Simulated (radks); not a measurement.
Spherical jellium clusters: N electrons in a uniform positive sphere of charge N and radius rs N^(1/3), rs = 2.81 bohr. Method: non-relativistic Kohn-Sham, exchange-only LDA, spin-polarised, spherical densities; computed with a radial shooting solver with Libxc functionals. Levels are named by radial order and angular momentum (1s, 1p, 1d, 2s, ...), and open shells are averaged over m.

N = 13, configuration 1s2 1p6 1d(up 5, down 0). This is the lowest configuration that the search found. Occupied and some empty levels:

| level | occupation | eigenvalue (eV) | <r> (bohr) |
|---|---|---|---|
| 1s up | 1 | -6.9994 | 4.314 |
| 1s down | 1 | -6.2499 | 3.863 |
| 1p up | 3 | -5.1062 | 5.252 |
| 1p down | 3 | -3.9136 | 5.038 |
| 1d up | 5 | -2.8568 | 6.128 |
| 2s up | 0 | -2.1743 | 6.098 |
| 1d down | 0 | -1.4965 | 6.201 |
| 2s down | 0 | -1.3929 | 6.336 |
| 1f up | 0 | -0.52783 | 7.483 |
| 2p up | 0 | -0.50603 | 9.607 |

Energy (eV): total -6.09724, kinetic 41.828, external -801.08, Hartree 385.89, exchange-correlation -50.350, background 417.61.
